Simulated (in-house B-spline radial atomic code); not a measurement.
A calculation on the tellurium ion Te³⁺ (an excited or competing configuration): its settings, and results tabulated from the run. Level of theory: scalar-relativistic (X2C) Hartree-Fock, spin-polarised, averaged over the determinants with the given up and down occupations, Fermi nucleus of rms radius 4.7423 fm; calculated with an all-electron radial atomic-structure program (B-spline basis).

Command:
```bash
python run_scf.py task.json out
```
Settings (nuclear radius in fm, mass in u):
```
Z                52
configuration    [Kr] 4d10 5s1 5p1 6f1
hamiltonian      x2c
method           hf
spin_polarised   True
nucleus          fermi
rms_radius       4.7423
atomic_mass      129.90622
speed_of_light   137.035999084
```

Output (hartree, bohr):
```
 radial grid: 78 intervals, B-splines of order 8, outer radius 51.8919 bohr

 iter        energy (Eh)    residual
    1       -6776.551274    5.30e-01
    2       -6784.788136    3.77e-01
    3       -6787.395990    1.01e-01
    4       -6787.593102    3.14e-02
    5       -6787.607754    1.28e-02
    6       -6787.611424    2.09e-03
    7       -6787.611453    6.10e-04
    8       -6787.611457    4.99e-05
    9       -6787.611457    2.88e-06
   10       -6787.611457    3.49e-07

 total energy                     -6787.61146
 kinetic                            7181.0152
 electron-nucleus                 -16424.7421
 electron-electron                  2456.1155

 orbital      occ     eigenvalue          <r>       <r^2>       <1/r>       r_max
 1s up      1.000     -1176.4726    0.0272037  0.00101279     58.2886     0.01723
 1s down    1.000     -1176.4625    0.0272038   0.0010128     58.2884     0.01723
 2s up      1.000      -185.2627     0.119151   0.0168111      13.276      0.1011
 2s down    1.000      -185.2548     0.119154   0.0168119     13.2754      0.1011
 2p up      3.000      -166.3154     0.104502   0.0133507     12.2436     0.08095
 2p down    3.000      -166.3104     0.104504   0.0133512     12.2433     0.08095
 3s up      1.000       -39.6060     0.320207    0.117317     4.68832      0.2919
 3s down    1.000       -39.5901     0.320276    0.117365     4.68674      0.2919
 3p up      3.000       -33.2789     0.318582    0.117796      4.3661      0.2858
 3p down    3.000       -33.2686     0.318597    0.117805     4.36574      0.2858
 3d up      5.000       -23.6843     0.295763    0.103457     4.09663      0.2379
 3d down    5.000       -23.6800     0.295728    0.103429     4.09699      0.2378
 4s up      1.000        -8.5994     0.765581     0.66133     1.82902      0.7011
 4s down    1.000        -8.5623     0.767399     0.66429     1.82278      0.7024
 4p up      3.000        -6.5386     0.822158    0.769545     1.65414      0.7383
 4p down    3.000        -6.5158     0.820379    0.765047     1.65587      0.7387
 4d up      5.000        -3.4352     0.960805     1.07623     1.36944      0.8109
 4d down    5.000        -3.4127     0.951563     1.05242     1.37995      0.8095
 5s up      1.000        -2.0667      1.90361     4.03935    0.679993        1.73
 5p up      1.000        -1.6173      2.15433     5.18031    0.593528       1.953
 6f up      1.000        -0.2568      9.91225     114.353    0.165245       10.94
```

Run time, properties included: 0.35 s on 1 thread of Arm Neoverse V1, with other jobs on the host.

One-electron X2C: radii and densities carry no picture-change correction, so inner-shell <1/r> comes out high (for 1s by about 2 % at Z = 33, 5 % at 54, 10 % at 75, 30 % at 118) and <r> low.
